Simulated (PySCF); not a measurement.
A calculated (MN15, PySCF 2.14, x2c-SVPall, the spin-free X2C one-electron Hamiltonian (Gaussian nucleus)) atom or ion has these occupied shells.

```json
{"shell": "1s α", "electrons": "1", "orbital energy (eV)": "-32960.5", "rms radius, mean of both spins (bohr)": "0.0311"}
{"shell": "1s β", "electrons": "1", "orbital energy (eV)": "-32960.5", "rms radius, mean of both spins (bohr)": "0.0311"}
{"shell": "2s α", "electrons": "1", "orbital energy (eV)": "-5062.0", "rms radius, mean of both spins (bohr)": "0.127"}
{"shell": "2s β", "electrons": "1", "orbital energy (eV)": "-5061.9", "rms radius, mean of both spins (bohr)": "0.127"}
{"shell": "2p α", "electrons": "3", "orbital energy (eV)": "-4575.6", "rms radius, mean of both spins (bohr)": "0.113"}
{"shell": "2p β", "electrons": "3", "orbital energy (eV)": "-4575.6", "rms radius, mean of both spins (bohr)": "0.113"}
{"shell": "3s α", "electrons": "1", "orbital energy (eV)": "-1021.6", "rms radius, mean of both spins (bohr)": "0.338"}
{"shell": "3s β", "electrons": "1", "orbital energy (eV)": "-1021.5", "rms radius, mean of both spins (bohr)": "0.338"}
{"shell": "3p α", "electrons": "3", "orbital energy (eV)": "-865.45", "rms radius, mean of both spins (bohr)": "0.337"}
{"shell": "3p β", "electrons": "3", "orbital energy (eV)": "-865.41", "rms radius, mean of both spins (bohr)": "0.337"}
{"shell": "3d β", "electrons": "5", "orbital energy (eV)": "-619.01", "rms radius, mean of both spins (bohr)": "0.314"}
{"shell": "3d α", "electrons": "5", "orbital energy (eV)": "-619.01", "rms radius, mean of both spins (bohr)": "0.314"}
{"shell": "4s α", "electrons": "1", "orbital energy (eV)": "-191.12", "rms radius, mean of both spins (bohr)": "0.791"}
{"shell": "4s β", "electrons": "1", "orbital energy (eV)": "-191.07", "rms radius, mean of both spins (bohr)": "0.791"}
{"shell": "4p α", "electrons": "3", "orbital energy (eV)": "-140.83", "rms radius, mean of both spins (bohr)": "0.848"}
{"shell": "4p β", "electrons": "3", "orbital energy (eV)": "-140.69", "rms radius, mean of both spins (bohr)": "0.848"}
{"shell": "4d α", "electrons": "5", "orbital energy (eV)": "-63.888", "rms radius, mean of both spins (bohr)": "0.999"}
{"shell": "4d β", "electrons": "5", "orbital energy (eV)": "-63.674", "rms radius, mean of both spins (bohr)": "0.999"}
{"shell": "5s α", "electrons": "1", "orbital energy (eV)": "-29.959", "rms radius, mean of both spins (bohr)": "2.05"}
{"shell": "5s β", "electrons": "1", "orbital energy (eV)": "-27.523", "rms radius, mean of both spins (bohr)": "2.05"}
{"shell": "5p α", "electrons": "3", "orbital energy (eV)": "-18.053", "rms radius, mean of both spins (bohr)": "2.47"}
{"shell": "5p β", "electrons": "1", "orbital energy (eV)": "-16.369", "rms radius, mean of both spins (bohr)": "2.47"}
```

Question: Name the element and its charge.

Answer: I⁺ (iodine, charge +1), in [Kr] 4d10 5s2 5p4, high-spin 3P determinant.
